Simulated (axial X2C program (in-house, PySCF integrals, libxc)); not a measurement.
**Correcting the dissociation energy of YI for spin–orbit coupling**

A spin-free CCSD(T) curve (one-electron X2C) was computed with an in-house all-electron X2C program for linear molecules (integrals from PySCF), basis I dyall-cv3z [11s12p8d4f1g], Y dyall-cv3z [11s12p9d6f3g] (cores contracted in-house), for the state M_S = 0, Λ = 0 (closed shell). It gives D0 = 4.045 eV to I + Y, which in a spin-free picture are the weighted means of the ground terms.

Correlated methods: 10 electrons correlated (number of frozen shells: I 4 s, 3 p, 2 d; Y 4 s, 3 p, 1 d), 358 virtual spin orbitals or spinors in MP2, 90 natural virtuals in coupled cluster.

Measured levels of the ground terms (NIST Handbook of Basic Atomic Spectroscopic Data), in cm⁻¹: I 2P: J = 3/2 at 0, J = 1/2 at 7603.1; Y 2D: J = 3/2 at 0, J = 5/2 at 530.4.

The molecular state has Λ = 0, so it has no first-order lowering.

(1) How far does each ground level lie under the (2J+1)-weighted mean of its term?

(2) Correct D0.

Second-order spin–orbit effects in the molecule, which grow quickly with Z, are left out. The state is one determinant whose occupation by symmetry is held fixed; it was picked as the lowest of a PBE0 search that is not exhaustive. Dissociation energies refer to the lowest single-determinant-based atoms at the same level and basis. CCSD and (T) use frozen natural virtuals with an MP2 correction for the truncation; (T) itself is uncorrected, so its De runs slightly low. PBE0 can misorder states that lie within some tenths of an eV, so this need not be the ground state of the molecule. The nearest other spin-free determinant of the search, M_S = 1, Λ = 2, lies 0.40 eV up at the distance of the search. The outer-core s and p shells of the metal are frozen in the correlated rows, which leaves out core–valence correlation; for alkali and alkaline-earth bonds that tends to lengthen them. With the outer-core shells frozen, correlated bond lengths of heavy atoms tend to come out a few hundredths of an ångström too long.

Results:

(1) I: (4 × 0 + 2 × 7603.1)/6 = 2534 cm⁻¹; Y: (4 × 0 + 6 × 530.4)/10 = 318 cm⁻¹.

(2) D0 = 4.045 + (0 − 2852)/8065.5 = 3.691 eV at CCSD(T) with these spin–orbit terms.
